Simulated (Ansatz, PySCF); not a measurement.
CH5N (SMILES CN) and H2Se (SMILES [SeH2]) are pulled apart as rigid monomers along the line of their centres of mass, from the B3LYP-D3(BJ)/def2-TZVP minimum. Starting geometry (charge 0, multiplicity 1):
```xyz
10

C      0.4227    -0.0841    -0.1717
N     -0.5639     0.6409     0.6284
H      0.0157    -1.0591    -0.4448
H      1.3108    -0.2623     0.4358
H      0.7330     0.4235    -1.0942
H     -1.4173     0.7959     0.1058
H     -0.2114     1.5501     0.9015
Se    -0.3462    -0.6131     3.4888
H     -0.8020    -1.6399     2.5474
H     -0.2203    -1.6049     4.5781
```

Interaction energies with rigid monomers; basis-set methods are counterpoise corrected unless marked otherwise.

Rows in 3-21G, 6-31G*, STO-3G carry no dispersion term and start afresh at each structure (6-31G* with six Cartesian d functions); the Pople sets are all-electron and without relativity.

Programs: Ansatz (Gaussian orbitals); PySCF for 3-21G rows, 6-31G* rows, STO-3G rows. 

```tsv
N2···Se8 (Å)	HF/STO-3G (no counterpoise) (kcal/mol)	HF/3-21G (no counterpoise) (kcal/mol)	HF/6-31G* (no counterpoise) (kcal/mol)	HF/aug-cc-pVDZ (kcal/mol)	wB97M-V/def2-TZVPPD (kcal/mol)
2.82	3.27	-1.63	0.75	2.89	-1.53
3.13	0.50	-3.21	-1.56	-0.07	-2.79
3.59	-0.26	___	-1.86	-0.95	-2.27
4.37	___	-0.79	-0.99	-0.60	-1.03
5.61	-0.03	-0.17	-0.21	-0.20	-0.29
```

### Question
Some entries are withheld; supply them.

### Answer

- 3.59, HF/3-21G (no counterpoise) (kcal/mol): -2.58
- 4.37, HF/STO-3G (no counterpoise) (kcal/mol): -0.13

Ansatz is a first-principles code.
